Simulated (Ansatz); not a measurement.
Species: C4H7Cl2, charge 0, multiplicity 2. It need not be the lowest isomer of its formula. SMILES: C[C@H](Cl)C[CH]Cl
Structure (B3LYP-D3(BJ)/def2-TZVP (Ansatz, a first-principles code) minimum search):
```xyz
13

C     -2.4075     0.6076     0.3975
C     -1.0315     0.1406    -0.0291
C      0.0491     0.4353     1.0193
C      1.4285     0.0816     0.6144
Cl     2.1971     1.0101    -0.6075
Cl    -1.0734    -1.6508    -0.3642
H     -2.3959     1.6903     0.5459
H     -3.1517     0.3714    -0.3616
H     -2.7060     0.1332     1.3333
H     -0.7468     0.5863    -0.9801
H     -0.1989    -0.1022     1.9379
H     -0.0077     1.5077     1.2380
H      1.8709    -0.8854     0.7924
```
Charge 0, spin multiplicity 2.

Computed values are from Ansatz. Valence correlation only, unless marked. Open shells are spin-unrestricted. Spin-orbit coupling is left out. No relativistic terms. Basis-set limits of correlation are two-point, X^-3; Hartree-Fock from the larger set.

Q: What is the T1 diagnostic at CCSD/cc-pV(Q+d)Z?

A: 0.012.

Q: What is the dipole moment at CCSD(T)/aug-cc-pV(D+d)Z?

A: 1.96 D.

Q: What is the total energy at CCSD(T)/CBS(cc-pV(T+d)Z,cc-pV(Q+d)Z)?

A: -1075.9152 Eh.

Q: What is the atomisation energy De at CCSD(T)/CBS(cc-pV(T+d)Z,cc-pV(Q+d)Z)?

A: 4839.6 kJ/mol.
